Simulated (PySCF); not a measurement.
Species: C₇H₁₀S.
Numbering: `[CH3:1][C:2](=[S:3])[C@H:4]1[CH:5]=[C:6]([CH3:7])[CH2:8]1` (hydrogens: H9, H10, H11 on C1; H12 on C4; H13 on C5; H14, H15, H16 on C7; H17, H18 on C8)

Structure used (PBE0-D3(BJ)/def2-SVP), in Å, numbered top down from 1:
```xyz
18
C7H10S angstrom
C     -2.103   -0.711   -0.726
C     -1.921    0.622   -0.072
S     -3.089    1.757   -0.064
C     -0.583    0.878    0.561
C      0.228   -0.292    1.081
C      1.242   -0.123    0.214
C      2.540   -0.791   -0.034
C      0.595    1.060   -0.466
H     -3.030   -0.742   -1.312
H     -1.239   -0.957   -1.366
H     -2.138   -1.497    0.047
H     -0.671    1.733    1.249
H      0.046   -1.001    1.894
H      2.594   -1.178   -1.065
H      2.702   -1.629    0.659
H      3.376   -0.080    0.080
H      1.117    2.027   -0.372
H      0.315    0.917   -1.523
```

Level: CAM-B3LYP/def2-SVPD in PySCF, non-relativistic, on one gas-phase PBE0-D3(BJ)/def2-SVP geometry that isn't relaxed in the solvent. The solvent is an IEF-PCM continuum (cavity from Bondi-type radii × 1.2). The model holds no explicit solvent molecules, cavitation or dispersion.

Gas phase at CAM-B3LYP/def2-SVPD: HOMO -7.51 eV, LUMO -0.74 eV, dipole 3.80 D.

Problem. What does the continuum do to the energy, the frontier levels and the dipole at CAM-B3LYP/def2-SVPD in chloroform and water?

Solution. 
| solvent | ε | E(solvent) − E(gas) (kcal/mol) | polarisation term (kcal/mol) | distortion of the solute (kcal/mol) | HOMO (eV) | LUMO (eV) | dipole (D) |
| --- | --- | --- | --- | --- | --- | --- | --- |
| chloroform | 4.711 | -3.41 | -4.04 | 0.63 | -7.72 | -0.84 | 4.89 |
| water | 78.36 | -4.90 | -6.25 | 1.35 | -7.83 | -0.90 | 5.39 |

The first energy column is the sum of the next two and covers electrostatics alone. From chloroform to water the lowering changes by a factor 1.44, Onsager's factor (ε − 1)/(2ε + 1) by 1.38 and ε itself by 16.6.

Problem. Which radius a makes the point-dipole formula ΔE = −[(ε − 1)/(2ε + 1)]·μ²/a³ give the value in water, with the gas-phase dipole?

Solution. μ = 1.495 au and |ΔE| = 0.00780 Eh give a = 2.75 Å; the farthest nucleus lies 3.55 Å from the centroid of the nuclei, so such a sphere wouldn't even hold the nuclei. The formula assumes a rigid point dipole at the centre of a sphere.

Problem. Give the dipole vector in the frame of the coordinates (D, pointing from negative to positive charge), gas and water.

Solution. Gas (3.09, -2.20, -0.23), solvent (4.30, -3.21, -0.44). Its length changes by +42 % and its direction by 2°.

Problem. How does the static polarisability (CAM-B3LYP/def2-SVPD, frozen core, with the continuum's full static response) change?

Solution. 
| medium | isotropic (au) | principal values (au) | ⟨r²⟩ of the electrons (bohr²) |
| --- | --- | --- | --- |
| gas | 105.0 | 83.9, 91.8, 139.3 | 1436.0 |
| chloroform | 133.4 | 107.6, 117.8, 174.8 | 1436.9 |
| water | 149.3 | 122.8, 133.7, 191.3 | 1437.3 |

The isotropic value in water is 1.42 times the gas-phase one; no cavity-field correction is applied. ⟨r²⟩ is taken about the centre of nuclear charge.
